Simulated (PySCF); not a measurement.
# Ionisation energy of Gd⁴⁸⁺ by level of theory

Gd⁴⁸⁺ [Ne] 3s2 3p4 (3P) → Gd⁴⁹⁺ [Ne] 3s2 3p3 (4S), as a difference of total energies. Calculation: PySCF 2.14, in an even-tempered Gaussian basis (18 s from 10 bohr⁻², ratio 2.5; 12 p from 13 bohr⁻², ratio 2.5; 4 d from 56 bohr⁻², ratio 2.7; 4 f from 83 bohr⁻², ratio 2.7); the spin-free X2C one-electron Hamiltonian (Gaussian nucleus). Correlated levels: outer shells: 1s2 frozen; virtual orbitals above 40 to 60 times the deepest correlated orbital energy dropped. The calculations carry no spin-orbit coupling.

| method | ionisation energy (eV) |
| --- | --- |
| UHF | 4233.9 |
| LDA | 4236.6 |
| PBE | 4237.7 |
| PBE0 | 4237.3 |
| r2SCAN | 4236.9 |
| B97-3 | 4237.3 |
| B3LYP | 4237.8 |
| MP2 (outer shells) | 4235.0 |
| SCS-MP2 (outer shells) | 4235.0 |

Spin-orbit coupling is strong in these open shells (close to jj coupling). The scalar numbers leave it out and a first-order estimate fails, so it can dominate the gap to the real levels.

The ground level that NIST lists for one species does not belong to the high-spin term computed here, so part of any gap is the choice of state.

Breit and QED terms and the two-electron picture change are absent.

For comparison: 4191 ± 4 eV (theoretical estimate listed by NIST; NIST Atomic Spectra Database, ionization energies).
